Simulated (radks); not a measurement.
Isoelectronic series with 7 electrons, all held in the configuration [He] 2s2 2p3, which need not be the ground one along the series. All-electron calculation, Dirac Kohn-Sham, BLYP, spin-unpolarised, spherical densities, point nucleus; open shells are shared between the two j in proportion to 2j + 1. Program: a radial shooting solver on a logarithmic mesh with Libxc functionals. Total energies (hartree) and mean radii <r> (bohr):

| ion | E (hartree) | 2p3/2 | 2p1/2 |
|---|---|---|---|
| N | -54.51832 | 1.487 | 1.485 |
| F2+ | -97.71252 | 0.8966 | 0.8952 |
| Al6+ | -223.42074 | 0.5150 | 0.5135 |
| P8+ | -305.98662 | 0.4258 | 0.4242 |
| Cl10+ | -401.75568 | 0.3632 | 0.3613 |
| K12+ | -510.78746 | 0.3167 | 0.3147 |
| Sc14+ | -633.15081 | 0.2808 | 0.2786 |
| V16+ | -768.92391 | 0.2522 | 0.2498 |
| Mn18+ | -918.19429 | 0.2289 | 0.2263 |
| Co20+ | -1081.05912 | 0.2095 | 0.2068 |
| Cu22+ | -1257.62549 | 0.1931 | 0.1902 |
| Ga24+ | -1448.01076 | 0.1791 | 0.1760 |
| As26+ | -1652.34298 | 0.1670 | 0.1637 |
| Br28+ | -1870.76139 | 0.1564 | 0.1529 |
| Rb30+ | -2103.41687 | 0.1470 | 0.1434 |
| Nb34+ | -2612.10470 | 0.1313 | 0.1273 |
